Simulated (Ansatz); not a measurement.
A calculation with Ansatz (development build ahead of 0.2.0).

```yaml
crystal:
  periodic: [false, false, false]
  atoms:
    - { symbol: Be, position_ang: [0.0, 0.0, 0.0] }
basis:
  gaussian: { orbitals: def2-SVP }
total_charge: 1
magnetization:
  spin_polarized: true
  initial_magnetization: 1
hamiltonian:
  xc: hf
output:
  forces: true
```

The input is written out in the form of the current development build from the run's settings.

Results

```
Converged                       : yes
Total energy                    : -14.26091 hartree
Spin squared of the determinant : 0.750
Stability test                  : minimum
```

Forces (eV/Å):
| atom | Fx | Fy | Fz |
| --- | --- | --- | --- |
| Be1 | 0.000 | 0.000 | 0.000 |
